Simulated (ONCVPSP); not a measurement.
# iron: excitation energies, all-electron against ONCV

ONCVPSP 4.0.1 input, shortened (lines: element, Z, core and valence counts, functional; n l f; lmax; l rc ep ncon nbas qcut; lloc lpopt rc5 dvloc0; l nproj debl; icmod fcfact rcfact), PBEsol, scalar-relativistic:

```
  Fe 26.00    3    4  -116133      upf
    1    0    2.00
    2    0    2.00
    2    1    6.00
    3    0    2.00
    3    1    6.00
    3    2    6.00
    4    0    2.00
    2
    0    1.45    0.00    4    7    7.60
    1    1.35    0.00    4    7    8.60
    2    1.35    0.00    4    9   12.50
    4    5    1.20    4.00
    0    2    1.70
    1    1    3.10
    2    2    3.40
    3    5.50    1.75
```

Energies are relative to the spin-unpolarised reference configuration 3s2 3p6 3d6 4s2; without spin polarisation the order of configurations can differ from experiment.

```csv
valence configuration,charge,ΔE all-electron (eV),error AE − PS (meV)
3s2 3p6 3d6 4s0,+2,24.862,+0.1
3s2 3p6 3d5 4s0,+3,59.049,-0.7
```

What are ΔE and the potential's error for 3s2 3p6 3d6 4s0 4p1?

ΔE = 13.822 eV all-electron; the error (AE − PS) is -64 meV.

What are ΔE and the potential's error for 3s2 3p6 3d6 4s1?

ΔE = 8.745 eV all-electron; the error (AE − PS) is -0.3 meV.
